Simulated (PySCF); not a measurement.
H₂Sb (SMILES [SbH2]), doublet, at a GFN2-xTB geometry (core potentials on Sb); DF-M062X/def2-SVPD (PySCF).

Input for PySCF:
```python
from pyscf import gto, scf, dft

mol = gto.M(
    atom='''
Sb    0.00098420    0.04681111    0.00217340
H    -1.20948095   -1.16980988   -0.03328061
H     1.15928692   -1.21755688   -0.07756283
''',
    basis='def2-svpd',
    ecp={'Sb': 'def2-svpd'},
    spin=1,
    verbose=4,
)

mf = dft.UKS(mol)
mf.xc = 'm062x'
mf = mf.density_fit(auxbasis='def2-universal-jkfit')
mf.kernel()
mf.analyze()
```

Question: Predict the main parts of the log of this PySCF run.

Answer: 
```
PySCF version 2.14.0

[INPUT] verbose = 4
[INPUT] num. atoms = 3
[INPUT] num. electrons = 25
[INPUT] charge = 0
[INPUT] spin (= nelec alpha-beta = 2S) = 1
[INPUT] symmetry False subgroup None
[INPUT] Mole.unit = angstrom
[INPUT] Symbol           X                Y                Z      unit          X                Y                Z       unit  Magmom
[...]
nuclear repulsion = 14.4039171733995
number of shells = 20
number of NR pGTOs = 87
number of NR cGTOs = 48
basis = def2-svpd
ecp = {'Sb': 'def2-svpd'}

******** <class 'pyscf.df.df_jk.DFUKS'> ********
method = DFUKS
initial guess = minao
damping factor = 0
level_shift factor = 0
DIIS = <class 'pyscf.scf.diis.CDIIS'>
diis_start_cycle = 1
diis_space = 8
diis_damp = 0
SCF conv_tol = 1e-09
SCF conv_tol_grad = None
SCF max_cycles = 50
direct_scf = False
number electrons alpha = 13  beta = 12
XC library pyscf.dft.libxc version 7.1.2
    S. Lehtola, C. Steigemann, M. J. T. Oliveira, and M. A. L. Marques,  SoftwareX 7, 1–5 (2018)
XC functionals = m062x
    Y. Zhao and D. G. Truhlar,  Theor. Chem. Acc. 120, 215 (2008)
    Y. Zhao and D. G. Truhlar,  Theor. Chem. Acc. 120, 215 (2008)
radial grids:
    Treutler-Ahlrichs [JCP 102, 346 (1995); DOI:10.1063/1.469408] (M4) radial grids

becke partition: Becke, JCP 88, 2547 (1988); DOI:10.1063/1.454033
pruning grids: <function nwchem_prune>
grids dens level: 3
symmetrized grids: False
atomic radii adjust function: <function treutler_atomic_radii_adjust>
small_rho_cutoff = 0
Set gradient conv threshold to 3.16228e-05
tot grids = 41576
******** <class 'pyscf.df.df.DF'> ********
auxbasis = def2-universal-jkfit
init E= -215.619976063406

cycle= 1 E= -240.432788030951  delta_E= -24.8  |g|= 1.43  |ddm|= 7.02
cycle= 2 E= -241.000489900925  delta_E= -0.568  |g|= 0.921  |ddm|= 4.27
cycle= 3 E= -241.322086901053  delta_E= -0.322  |g|= 0.0326  |ddm|= 1.08
cycle= 4 E= -241.323058865086  delta_E= -0.000972  |g|= 0.00969  |ddm|= 0.147
cycle= 5 E= -241.323159708733  delta_E= -0.000101  |g|= 0.00293  |ddm|= 0.0196
cycle= 6 E= -241.323176005579  delta_E= -1.63e-05  |g|= 0.00105  |ddm|= 0.00871
cycle= 7 E= -241.323180042642  delta_E= -4.04e-06  |g|= 0.000423  |ddm|= 0.00471
cycle= 8 E= -241.323180821118  delta_E= -7.78e-07  |g|= 0.000103  |ddm|= 0.0025
cycle= 9 E= -241.32318085537  delta_E= -3.43e-08  |g|= 1.19e-05  |ddm|= 0.000611
cycle= 10 E= -241.323180855677  delta_E= -3.07e-10  |g|= 1.55e-06  |ddm|= 6.5e-05
Extra cycle  E= -241.323180855681  delta_E= -3.75e-12  |g|= 5.81e-07  |ddm|= 6.3e-06
converged SCF energy = -241.323180855681  <S^2> = 0.75840547  2S+1 = 2.0083879
**** SCF Summaries ****
Total Energy =                        -241.323180855680619
Nuclear Repulsion Energy =              14.403917173399478
One-electron Energy =                 -449.498370908031518
Two-electron Energy =                  193.771272878951436
Two-electron Coulomb Energy =          213.775835035914582
DFT Exchange-Correlation Energy =      -20.004562156963150
**** MO energy ****
                             alpha | beta                alpha | beta
[...]
spin_pop of  0 Sb 4s        0.00002
spin_pop of  0 Sb 5s        0.01953
spin_pop of  0 Sb 6s       -0.00082
spin_pop of  0 Sb 7s       -0.00067
spin_pop of  0 Sb 8s        0.00035
spin_pop of  0 Sb 4px       0.00098
spin_pop of  0 Sb 4py       0.00072
spin_pop of  0 Sb 4pz       0.00038
spin_pop of  0 Sb 5px       0.04746
spin_pop of  0 Sb 5py       0.00005
spin_pop of  0 Sb 5pz       0.00003
spin_pop of  0 Sb 6px       0.04246
spin_pop of  0 Sb 6py       0.02272
spin_pop of  0 Sb 6pz       0.00590
spin_pop of  0 Sb 7px       0.73994
spin_pop of  0 Sb 7py       0.00416
spin_pop of  0 Sb 7pz       0.00416
spin_pop of  0 Sb 4dxy     -0.00599
spin_pop of  0 Sb 4dyz     -0.00709
spin_pop of  0 Sb 4dz^2    -0.00745
spin_pop of  0 Sb 4dxz     -0.00210
spin_pop of  0 Sb 4dx2-y2    0.00007
spin_pop of  0 Sb 5dxy      0.00232
spin_pop of  0 Sb 5dyz      0.00176
spin_pop of  0 Sb 5dz^2     0.00230
spin_pop of  0 Sb 5dxz      0.00066
spin_pop of  0 Sb 5dx2-y2    0.00045
spin_pop of  0 Sb 6dxy      0.00474
spin_pop of  0 Sb 6dyz      0.00062
spin_pop of  0 Sb 6dz^2     0.00514
spin_pop of  0 Sb 6dxz      0.00118
spin_pop of  0 Sb 6dx2-y2    0.00089
spin_pop of  1 H 1s       -0.03045
spin_pop of  1 H 2s        0.00066
spin_pop of  1 H 2px       0.00139
spin_pop of  1 H 2py       0.00231
spin_pop of  1 H 2pz       0.03533
spin_pop of  1 H 3px      -0.00001
spin_pop of  1 H 3py       0.00085
spin_pop of  1 H 3pz       0.04746
spin_pop of  2 H 1s       -0.03047
spin_pop of  2 H 2s        0.00067
spin_pop of  2 H 2px       0.00130
spin_pop of  2 H 2py       0.00242
spin_pop of  2 H 2pz       0.03534
spin_pop of  2 H 3px       0.00001
spin_pop of  2 H 3py       0.00085
spin_pop of  2 H 3pz       0.04747
In total            13.00000 | 12.00000
Dipole moment(X, Y, Z, Debye):  0.00759,  0.35883,  0.01664
```
